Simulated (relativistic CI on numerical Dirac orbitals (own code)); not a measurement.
d8 in a ligand field

Computed with a parametric ligand-field model of a d^n configuration (Racah B and C, spin-orbit zeta, crystal field), exact diagonalisation.

Field parameters in Wybourne normalisation: Oh B⁴₀ = 21Dq, B⁴₄ = √(5/14) B⁴₀. The field is a parameter set, without covalency.

B = 660 cm⁻¹, C = 2980 cm⁻¹ (C/B = 4.52), Oh, no spin-orbit coupling. Tanabe-Sugano data, E/B above the lowest term (Δ = |10Dq|; b, c mark the second and third term of a kind):

| Δ/B | 3A2 | 3T2 | 3T1 | 1E | 1T2 | 1A1 |
| --- | --- | --- | --- | --- | --- | --- |
| 1.0 | 0.00 | 1.00 | 1.79 | 14.76 | 15.42 | 21.80 |
| 5.0 | 0.00 | 5.00 | 8.68 | 16.03 | 20.45 | 24.35 |
| 9.0 | 0.00 | 9.00 | 15.00 | 16.42 | 24.95 | 26.20 |
| 13.0 | 0.00 | 13.00 | 20.68 | 16.59 | 29.22 | 27.54 |
| 17.0 | 0.00 | 17.00 | 25.79 | 16.69 | 33.39 | 28.53 |
| 21.0 | 0.00 | 21.00 | 30.51 | 16.75 | 37.50 | 29.28 |
| 25.0 | 0.00 | 25.00 | 35.00 | 16.80 | 41.58 | 29.87 |
| 29.0 | 0.00 | 29.00 | 39.34 | 16.83 | 45.64 | 30.33 |
| 33.0 | 0.00 | 33.00 | 43.58 | 16.85 | 49.68 | 30.70 |
| 37.0 | 0.00 | 37.00 | 47.77 | 16.87 | 53.72 | 31.01 |
| 41.0 | 0.00 | 41.00 | 51.91 | 16.89 | 57.75 | 31.27 |
| 45.0 | 0.00 | 45.00 | 56.03 | 16.90 | 61.77 | 31.49 |

The ground term stays 3A2.
